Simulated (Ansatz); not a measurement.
Relaxation of CH$_{8}$OSn (11 atoms, charge 0, multiplicity 1), to a largest force component of 0.03 eV/Å in at most 50 steps.

Level of theory: RKS PBE-D4/def2-SVP (Ansatz 0.2.0).

```xyz
11
Properties=species:S:1:pos:R:3
Sn -0.464 0.147 -0.693
H 0.176 1.066 2.030
C 1.633 -0.299 -0.381
H 1.707 -1.222 0.226
H 2.138 -0.457 -1.353
H 2.122 0.530 0.163
H -0.841 1.828 -0.601
H -1.035 -0.536 -2.193
O -1.513 -0.719 0.754
H -2.008 -1.492 0.423
H -0.295 0.525 2.117
```

Where does it end, and by what steps?

It converged. The force dipped under the threshold on the way, but the program's further checks kept it going. After 24 steps the energy has fallen by 0.165 eV; H2 moved furthest, 1.59 Å.

| step | energy less start (eV) | largest force component (eV/Å) | accepted |
| --- | --- | --- | --- |
| 0 | 0.0000 | 1.452 | yes |
| 1 | -0.0856 | 0.115 | yes |
| 2 | -0.0980 | 0.078 | yes |
| 3 | -0.0921 | 0.545 | no |
| 4 | -0.1023 | 0.228 | yes |
| 5 | -0.1059 | 0.289 | yes |
| 6 | -0.1068 | 0.666 | yes |
| 7 | -0.1244 | 0.415 | yes |
| 8 | -0.1290 | 0.335 | yes |
| 9 | -0.0679 | 2.361 | no |
| 10 | -0.1414 | 0.070 | yes |
| 11 | -0.1483 | 0.208 | yes |
| 12 | -0.1445 | 0.901 | no |
| 13 | -0.1518 | 0.114 | yes |
| 14 | -0.1554 | 0.058 | yes |
| 15 | -0.1578 | 0.240 | yes |
| 16 | -0.1587 | 0.199 | yes |
| 17 | -0.1602 | 0.070 | yes |
| 18 | -0.1615 | 0.096 | yes |
| 19 | -0.1624 | 0.168 | yes |
| 20 | -0.1633 | 0.115 | yes |
| 21 | -0.1642 | 0.008 | yes |
| 22 | -0.1648 | 0.020 | yes |
| 23 | -0.1649 | 0.062 | yes |
| 24 | -0.1651 | 0.028 | yes |

```xyz
11
Properties=species:S:1:pos:R:3
Sn -0.356 -0.010 -1.027
H -0.479 0.756 3.441
C 1.755 -0.298 -0.709
H 1.895 -1.250 -0.162
H 2.291 -0.345 -1.677
H 2.157 0.536 -0.102
H -0.809 1.641 -1.335
H -1.010 -1.050 -2.258
O -1.125 -0.589 0.758
H -2.086 -0.417 0.794
H -0.612 0.398 2.767
```

Whether the end is a true minimum wasn't checked by a vibrational analysis.

Time of the run: 42 s on 2 threads of Arm Neoverse V1 (shared host), peak memory 0.13 GiB.
